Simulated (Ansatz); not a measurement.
Reaction (formal exchange of groups at a Ge–C bond): `C=N[CH2][GeH3]` + `O[C@@H]1S[Si@H]1F` → `F[Si@H]1S[C@@H]1[GeH3]` + `C=NCO`

Calculated with Ansatz (gas phase, PBE0-D4/def2-TZVP geometries, no zero-point term in ΔE). CCSD(T)/CBS adds triple-zeta CCSD(T) − MP2 to the extrapolated MP2 energy (def2 sets, frozen cores). Functionals use def2-TZVPP. B3LYP here is the variant with VWN-RPA as its local correlation; programs differ in this. For Ge outer-core shells are correlated without core-valence functions, which leaves a few kJ/mol of doubt a bond. Scalar relativity is left out up to krypton. Each species was taken in one conformer, which may not be the lowest.

| level | ΔE (kcal/mol) | difference from CCSD(T)/CBS |
| --- | --- | --- |
| PBE-D4 | -3.5 | 3.7 |
| r2SCAN-D4 | -4.7 | 2.5 |
| PBE0-D4 | -5.4 | 1.8 |
| B3LYP-D4 | -4.8 | 2.4 |
| ωB97X-V | -6.7 | 0.5 |
| ωB97M-V | -6.5 | 0.7 |
| B2PLYP | -5.8 | 1.4 |
| PBE | -3.3 | 3.9 |
| r2SCAN | -4.7 | 2.5 |
| PBE0 | -5.2 | 2.0 |
| B3LYP | -4.4 | 2.8 |
| HF/def2-TZVPP | -9.1 | -1.9 |
| MP2/def2-TZVPP | -7.7 | -0.5 |
| SCS-MP2/def2-TZVPP | -7.9 | -0.7 |
| CCSD/def2-TZVPP | -7.8 | -0.6 |
| CCSD(T)/def2-TZVPP | -7.3 | -0.1 |
| HF/def2-QZVPP | -9.1 | -1.9 |
| MP2/def2-QZVPP | -7.6 | -0.4 |
| SCS-MP2/def2-QZVPP | -7.8 | -0.6 |
| HF/CBS(def2) | -9.1 | -1.9 |
| MP2/CBS(def2) | -7.6 | -0.4 |
| CCSD/CBS(def2) | -7.7 | -0.5 |
| CCSD(T)/CBS | -7.2 | 0 |

Largest T1 diagnostic among the species: 0.013.

In def2-TZVPP, CCSD(T) changes the Hartree–Fock value by +1.7 kcal/mol (the triples alone add +0.4 kcal/mol) and MP2 by +1.4 kcal/mol. From PBE to PBE0 (25 % exact exchange), in def2-TZVPP and without D4, ΔE moves by −1.9 kcal/mol.
